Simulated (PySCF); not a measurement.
**`C[Se]C1=C=CCCCCCC1`, C$_{10}$H$_{16}$Se**

Molfile (atoms numbered from 1):
```
C10H16Se
     RDKit          3D

 27 27  0  0  0  0  0  0  0  0999 V2000
    4.0886   -0.5472   -0.5043 C   0  0  0  0  0  0  0  0  0  0  0  0
    2.3551   -0.7008   -1.3714 Se  0  0  0  0  0  2  0  0  0  0  0  0
    1.2366   -0.4990    0.1735 C   0  0  0  0  0  0  0  0  0  0  0  0
    0.2834   -1.3803    0.3631 C   0  0  0  0  0  0  0  0  0  0  0  0
   -0.8302   -2.0633    0.4603 C   0  0  0  0  0  0  0  0  0  0  0  0
   -2.0711   -1.6612   -0.3010 C   0  0  0  0  0  0  0  0  0  0  0  0
   -1.9835   -0.3305   -1.0496 C   0  0  0  0  0  0  0  0  0  0  0  0
   -2.2362    0.9319   -0.2213 C   0  0  0  0  0  0  0  0  0  0  0  0
   -1.2645    1.2926    0.9055 C   0  0  0  0  0  0  0  0  0  0  0  0
    0.1503    1.7375    0.4839 C   0  0  0  0  0  0  0  0  0  0  0  0
    1.2781    0.8029    0.9376 C   0  0  0  0  0  0  0  0  0  0  0  0
    4.1800    0.4057    0.0345 H   0  0  0  0  0  0  0  0  0  0  0  0
    4.8413   -0.5753   -1.3046 H   0  0  0  0  0  0  0  0  0  0  0  0
    4.2522   -1.3891    0.1811 H   0  0  0  0  0  0  0  0  0  0  0  0
   -0.8884   -2.9509    1.1028 H   0  0  0  0  0  0  0  0  0  0  0  0
   -2.3095   -2.4710   -1.0143 H   0  0  0  0  0  0  0  0  0  0  0  0
   -2.9227   -1.6402    0.4044 H   0  0  0  0  0  0  0  0  0  0  0  0
   -1.0096   -0.2654   -1.5643 H   0  0  0  0  0  0  0  0  0  0  0  0
   -2.7395   -0.3451   -1.8515 H   0  0  0  0  0  0  0  0  0  0  0  0
   -3.2469    0.8500    0.2174 H   0  0  0  0  0  0  0  0  0  0  0  0
   -2.2891    1.7878   -0.9177 H   0  0  0  0  0  0  0  0  0  0  0  0
   -1.7307    2.1130    1.4754 H   0  0  0  0  0  0  0  0  0  0  0  0
   -1.1963    0.4531    1.6161 H   0  0  0  0  0  0  0  0  0  0  0  0
    0.2104    1.8397   -0.6137 H   0  0  0  0  0  0  0  0  0  0  0  0
    0.3555    2.7430    0.8867 H   0  0  0  0  0  0  0  0  0  0  0  0
    2.2506    1.2956    0.7874 H   0  0  0  0  0  0  0  0  0  0  0  0
    1.1872    0.6043    2.0186 H   0  0  0  0  0  0  0  0  0  0  0  0
  1  2  1  0
  2  3  1  0
  3  4  2  0
  4  5  2  0
  5  6  1  0
  6  7  1  0
  7  8  1  0
  8  9  1  0
  9 10  1  0
 10 11  1  0
 11  3  1  0
  1 12  1  0
  1 13  1  0
  1 14  1  0
  5 15  1  0
  6 16  1  0
  6 17  1  0
  7 18  1  0
  7 19  1  0
  8 20  1  0
  8 21  1  0
  9 22  1  0
  9 23  1  0
 10 24  1  0
 10 25  1  0
 11 26  1  0
 11 27  1  0
M  END
```

Method used: TDDFT CAM-B3LYP/def2-SVP circular dichroism and optical rotation, one conformer, gas phase (PySCF). Geometry: PBE0-D3(BJ)/def2-SVP.

The calculation is non-relativistic, which matters for the atoms heavier than Zn. States above about 7.1 eV (minus the energy of the highest occupied orbital) lie near or above the ionisation threshold and depend on the basis. No stereocentre is labelled: unless the shape is locked (an allene, a helicene, a hindered biaryl), the mirror image is equally populated and a measured rotation or CD is zero.

Q: What is the specific rotation at 633, 589.3, 546, 436, 405, 365, 355 nm?

A: [α] in deg dm⁻¹ (g/mL)⁻¹:
```csv
λ (nm),origin-invariant length gauge,modified velocity gauge,length gauge (centre of mass),isotropic polarisability (au)
633,-391.3,-273.0,-394.4,135.0
589.3,-463.5,-324.6,-467.3,135.6
546,-558.1,-392.6,-562.7,136.4
436,-1003.3,-717.0,-1012.5,139.8
405,-1237.2,-888.8,-1249.2,141.4
365,-1696.1,-1225.4,-1714.1,144.3
355,-1853.8,-1340.2,-1874.1,145.3
```

Q: And for the mirror image at 589.3 nm?

A: +463.5 deg dm⁻¹ (g/mL)⁻¹ (origin-invariant length gauge): the same size and the opposite sign.

Q: What is the molar rotation [Φ] = [α]·M/100 of the geometry above at 589.3 nm?

A: With M = 215.21 g/mol, -997.6 deg cm² dmol⁻¹ (origin-invariant length gauge).

The first excitation lies at 4.76 eV (260 nm) with R = +7.8 × 10⁻⁴⁰ esu² cm² (velocity form).
